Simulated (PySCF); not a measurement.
Compound: C₂H₆ClISi.
Numbering: `[Cl:1][CH2:2][CH2:3][SiH2:4][I:5]` (hydrogens: H6, H7 on C2; H8, H9 on C3; H10, H11 on Si4)

Computed by this run: PBE0-D3(BJ)/def2-SVP geometry optimisation, gas phase, def2 core potentials past Kr in PySCF; density fitting, grid level 1; the optimiser is geomeTRIC in internal coordinates, started from a GFN2-xTB structure with every atom displaced at random (about 0.01 Å).

Geometry at step 2:
```
atom  x, y, z in Å
Cl1    -0.5098    1.8016   -1.5815
C2     -1.2035    0.7027   -0.3498
C3     -0.4262   -0.5939   -0.2554
Si4     1.3403   -0.4420    0.3916
I5      1.3042    0.7029    2.5547
H6     -1.1932    1.2548    0.6017
H7     -2.2507    0.5286   -0.6340
H8     -0.3775   -1.0869   -1.2423
H9     -0.9776   -1.2818    0.4114
H10     2.1911    0.3492   -0.5404
H11     1.9371   -1.7900    0.6052
```

Question: Give the atomic forces at this geometry.

Answer: 
```
atom  Fx (eV/Å)  Fy (eV/Å)  Fz (eV/Å)
 Cl1      0.021      0.011      0.012
  C2     -0.040      0.042     -0.039
  C3     -0.080     -0.070      0.156
 Si4      0.035      0.018     -0.285
  I5     -0.007      0.051      0.088
  H6     -0.012     -0.040      0.013
  H7      0.018     -0.004     -0.034
  H8     -0.004      0.026     -0.003
  H9      0.062      0.010      0.009
 H10      0.033     -0.019      0.073
 H11     -0.026     -0.024      0.010
```

The largest, 0.29 eV/Å, acts on Si4; the rms over all components is 0.068 eV/Å. The forces sum to zero within rounding, as they must for an isolated molecule in no field.

Question: Give the force on Si4 in Eh/bohr and in nN.

Answer: 0.288 eV/Å ÷ 51.422 = 0.00559 Eh/bohr, and 0.288 eV/Å × 1.602 = 0.46 nN.

Question: How far is this geometry from the end of the optimisation?

Answer: 0.013 eV above it, and 0.103 Å rms away after alignment. The bonds farthest from their final lengths, with half the difference of the two atoms' forces along the bond (positive lengthens):

```csv
bond,now (Å),final (Å),force along bond (eV/Å)
Si4–I5,2.448,2.458,+0.17
Si4–H10,1.489,1.486,-0.12
```

The angle farthest from its final value is C3–Si4–H10, 111.3° against 113.9°.

The cost below is that of the whole optimisation. Hardware: an Arm Neoverse V2 with one thread, no GPU, shared host. Cost: 64 s wall, 0.53 GiB resident at most.
